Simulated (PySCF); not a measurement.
Ti(OH)3(SH) (H4O3STi), SMILES [OH][Ti]([OH])([OH])[SH], multiplicity 1. Geometry optimised at PBE-D3(BJ)/def2-SVP. The multiplicity is an assumed one; no other spin state was optimised. The structure was generated by enumeration; whether it is a known compound was not checked. Other conformers were not sampled.

All values below come from PBE-D3(BJ)/def2-SVP run with PySCF.

Harmonic wavenumbers (cm⁻¹): 109, 132, 162, 180, 199, 217, 252, 298, 315, 390, 429, 454, 506, 508, 718, 784, 794, 2602, 3754, 3764, 3776. Rotational constants (GHz): 3.176, 1.974, 1.955; symmetry number 1.

Question: Work out the zero-point energy and the ideal-gas rigid-rotor harmonic-oscillator thermochemistry at 298.15 K and 1 atm.

Answer: ZPE = ½ Σ hcν = ½ × 20343 cm⁻¹ = 121.68 kJ/mol. H − E(el) = 148.88 kJ/mol. Entropy in J/(mol K): translation 169.64, rotation 115.74, vibration 101.72, total 387.10. G − E(el) = 33.46 kJ/mol. Cp = 138.75 J/(mol K). Modes under 150 cm⁻¹ make the vibrational entropy uncertain.
